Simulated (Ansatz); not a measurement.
## Pulling the pair apart

The pair of NH$_{3}$ (SMILES N, atoms 1–4) and H$_{2}$ (SMILES [H][H], atoms 5–6), both closed shells, in one local arrangement (a lower one may exist), relaxed at PBE0-D4/def2-TZVP:

N1  (0.055, -0.131, -1.300)
H2  (0.104, -1.028, -0.834)
H3  (0.820, 0.433, -0.950)
H4  (-0.806, 0.315, -1.008)
H5  (-0.103, 0.243, 2.417)
H6  (-0.071, 0.168, 1.675)
(Å)

H$_{2}$ is shifted rigidly along the line between the mean atom positions of the two fragments (negative: closer). Counterpoise interaction energies in kcal/mol. Computed with Ansatz 0.2.0 (basis: def2-TZVPPD); correlated methods freeze the cores. B3LYP uses VWN-RPA correlation.

```json
{"shift (Å)": "-0.30", "B3LYP-D4": "0.19", "wB97M-V": "0.19", "PBE-D4": "-0.25"}
{"shift (Å)": "-0.15", "B3LYP-D4": "-0.03", "wB97M-V": "-0.03", "PBE-D4": "-0.42"}
{"shift (Å)": "0.00", "B3LYP-D4": "-0.13", "wB97M-V": "-0.13", "PBE-D4": "-0.48"}
{"shift (Å)": "0.15", "B3LYP-D4": "-0.16", "wB97M-V": "-0.17", "PBE-D4": "-0.48"}
{"shift (Å)": "0.36", "B3LYP-D4": "-0.15", "wB97M-V": "-0.17", "PBE-D4": "-0.43"}
{"shift (Å)": "0.75", "B3LYP-D4": "-0.09", "wB97M-V": "-0.13", "PBE-D4": "-0.30"}
{"shift (Å)": "1.50", "B3LYP-D4": "-0.02", "wB97M-V": "-0.05", "PBE-D4": "-0.11"}
{"shift (Å)": "2.99", "B3LYP-D4": "0.00", "wB97M-V": "0.00", "PBE-D4": "-0.01"}
```

What does CCSD(T) give at these shifts? (Judge from chemistry; the value comes from the calculation.)

By the calculation: 0.34, 0.07, -0.07, -0.14, -0.16, -0.13, -0.05, 0.00 kcal/mol. For zero shift, CCSD(T) at an estimated basis limit (MP2 extrapolated from triple and quadruple zeta, plus CCSD(T) − MP2 in triple zeta) gives -0.13 kcal/mol. These are counterpoise interaction energies, counted from the two frozen fragments.

No T1 diagnostic of these runs exceeds 0.008.

For scale, one of the runs: CCSD(T)/def2-TZVPPD, 122 basis functions, launched by `ansatz run in.yaml --threads 2 --pin off --events-out ev --progress --plain --max-ram 5222MiB`. The run took about 2.5 s on 2 CPU threads of an Arm Neoverse V2 (shared host).
